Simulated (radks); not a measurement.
Ni V, configuration [Ar] 3d6.

Calculated with a radial shooting solver on a logarithmic mesh with Libxc functionals: non-relativistic Kohn-Sham, exchange-only r2SCAN, spin-polarised, spherical densities, point nucleus; open shells are filled with parallel spins first; meta-GGA in the generalised Kohn-Sham scheme.

Energy parts (hartree):
total: -1502.82111
kinetic: 1502.82109
electron-nucleus: -3533.71079
Hartree: 588.26173
exchange: -60.19313

Orbitals (lengths in bohr, moments of r in powers of bohr; <r^-3> diverges for s and p1/2; r(90%) holds 90 % of the orbital's charge):
| orbital | occ. | eigenvalue (hartree) | <r^2> | r(90%) | <r^-3> |
|---|---|---|---|---|---|
| 1s up | 1 | -301.7795 | 0.004033 | 0.0977 | - |
| 1s down | 1 | -301.7802 | 0.004033 | 0.0977 | - |
| 2s up | 1 | -38.16413 | 0.07258 | 0.384 | - |
| 2s down | 1 | -38.02402 | 0.07220 | 0.382 | - |
| 2p up | 3 | -33.53149 | 0.05766 | 0.354 | 596.7 |
| 2p down | 3 | -33.42746 | 0.05728 | 0.353 | 599.7 |
| 3s up | 1 | -6.47328 | 0.6202 | 1.09 | - |
| 3s down | 1 | -6.19815 | 0.6297 | 1.10 | - |
| 3p up | 3 | -5.01876 | 0.6719 | 1.16 | 79.73 |
| 3p down | 3 | -4.74358 | 0.6870 | 1.17 | 77.38 |
| 3d up | 5 | -2.59443 | 0.8449 | 1.36 | 8.681 |
| 3d down | 1 | -2.32017 | 0.9128 | 1.42 | 8.306 |
| 4s up | 0 | -1.64668 | 4.410 | 2.86 | - |
| 4s down | 0 | -1.55444 | 4.758 | 2.97 | - |
| 4p up | 0 | -1.31374 | 5.596 | 3.24 | 10.23 |
| 4p down | 0 | -1.24332 | 6.095 | 3.38 | 8.863 |

The highest occupied level is 3d down at -63.135 eV. The density falls to 0.001 e/bohr^3 at r = 2.44 bohr. Spin moment in Bohr magnetons: 4. For comparison, the ionisation energy in NIST's Atomic Spectra Database is 76.1 eV (semi-empirical). In exact Kohn-Sham theory the highest level is minus the ionisation energy, but local and semilocal functionals leave it too shallow, through self-interaction and a potential that decays too fast; potentials with the right tail come closer. The spin density at the nucleus is -0.808 e/bohr^3 (1s 0.013, 2s -3.231, 3s 2.410), a Fermi contact field of -42.4 T. The electron density at the nucleus is 1.494e+04 e/bohr^3. Virial ratio -V/T = 2.00000.
